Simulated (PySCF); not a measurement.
C2H6NO, SMILES CC(N)=[OH+], charge +1. Geometry: PBE-D3(BJ)/def2-SVP. The isomer is the one that the SMILES or the coordinates give; other isomers of the formula were not compared. The values are those of a single conformer.

Problem. Give the equilibrium geometry at PBE-D3(BJ)/def2-SVP (PySCF confirms it by a frequency run) as a Z-matrix, and its point group. (The exact figures need the calculation; the answer reports its results.)

Solution. One answer among several that fit: point group Cs.
```
C
O 1 1.3079
H 2 0.9815 1 112.72
N 1 1.3136 2 115.58 3 180.00
H 4 1.0236 1 121.22 2 180.00
H 4 1.0284 5 118.28 1 180.00
C 1 1.4863 2 121.87 3 0.00
H 7 1.1044 1 112.44 2 180.00
H 7 1.1108 8 108.82 1 -121.50
H 7 1.1108 8 108.82 9 -116.99
```
Charge +1, spin multiplicity 1.
